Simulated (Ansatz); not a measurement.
formaldehyde (CH2O), singlet, geometry from GFN2-xTB; Ansatz (a first-principles code) with CCSD(T)/aug-cc-pVDZ.

Input for Ansatz:
Ansatz 0.2 input:
```yaml
crystal:
  periodic: [false, false, false]
  atoms:
    - {symbol: O, position_ang: [-0.03219574, 0.01611315, 0.66978750]}
    - {symbol: C, position_ang: [0.02502329, -0.01252352, -0.52057460]}
    - {symbol: H, position_ang: [0.02949294, 0.89965871, -1.14088032]}
    - {symbol: H, position_ang: [0.07793327, -0.95342279, -1.09397208]}
basis:
  gaussian:
    orbitals: aug-cc-pVDZ
magnetization: {spin_polarized: false}
correlation: {method: ccsd_t}
```

**Question.** Predict the main parts of the log of this Ansatz run.

**Answer.** 
```
Functional definition: HF
625 factors; integrals over basis functions are off by at most 6.2e-4 eV
mean field evaluation 1: about -3097.0303 eV, gradient 3.1e1 eV
mean field evaluation 2: about -3097.0315 eV, gradient 3.1e1 eV
mean field evaluation 4: about -3098.9640 eV, gradient 2.2e0 eV
mean field evaluation 8: about -3098.9893 eV, gradient 9.1e-4 eV
mean field evaluation 16: about -3098.9872 eV, gradient 2.8e-1 eV
mean field -3098.98927873 eV, -113.8857554229 hartree, gradient 2.2e-6 eV, S^2 0.000000; 0 other end points of the search recorded, 0 dependent functions left out
2 core orbitals not correlated
reference -3098.98927873 eV, -113.8857554229 hartree; 6, 6 occupied and 56, 56 virtual orbitals, 625 factors
second order -9.01847719 eV of doubles, -0.00000000 eV of singles
cycle   1  -9.06231869 eV  change   -4.4e-2 eV  update   8.2e-2
cycle   2  -9.33591292 eV  change   -2.7e-1 eV  update   2.6e-2
cycle   3  -9.42086311 eV  change   -8.5e-2 eV  update   1.4e-2
cycle   4  -9.41417780 eV  change    6.7e-3 eV  update   3.3e-3
cycle   5  -9.41430539 eV  change   -1.3e-4 eV  update   1.3e-3
cycle   6  -9.41501033 eV  change   -7.0e-4 eV  update   4.4e-4
cycle   7  -9.41487461 eV  change    1.4e-4 eV  update   1.5e-4
cycle   8  -9.41483463 eV  change    4.0e-5 eV  update   4.7e-5
cycle   9  -9.41484458 eV  change   -9.9e-6 eV  update   1.8e-5
cycle  10  -9.41484418 eV  change    4.0e-7 eV  update   4.7e-6
perturbative correction -0.31944184 eV, -0.0117392711 hartree
Total energy: -3108.72356474 eV, -114.2434838358 hartree
```
